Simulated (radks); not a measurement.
The mean radii <r> (bohr) of the occupied orbitals of an atom or ion are listed with their occupations. All-electron calculation, Dirac Kohn-Sham, PBE, spin-unpolarised, spherical densities, finite nucleus; Fermi nuclear charge, rms radius of each element as measured or else 0.836 A^(1/3) + 0.57 fm. Program: a radial shooting solver on a logarithmic mesh with Libxc functionals.

orbital     occ.     <r>
1s1/2          2  0.1579
2s1/2          2  0.8290
2p1/2    1.33333  0.8105
2p3/2    2.66667  0.8121

Name the element and its charge. Open shells, if any, are shared by 2j + 1.

Answer. Z = 10, neon, charge +2: Ne2+ in [He] 2s2 2p4. The 1s radius gives Z: for a bare nucleus <r> = (2 gamma + 1)/(2Z) with gamma = sqrt(1 - (Z/c)^2), 0.1497 bohr for Z = 10, and screening makes it slightly larger (0.1579 here). The occupations add up to 8, and the charge is Z minus that.
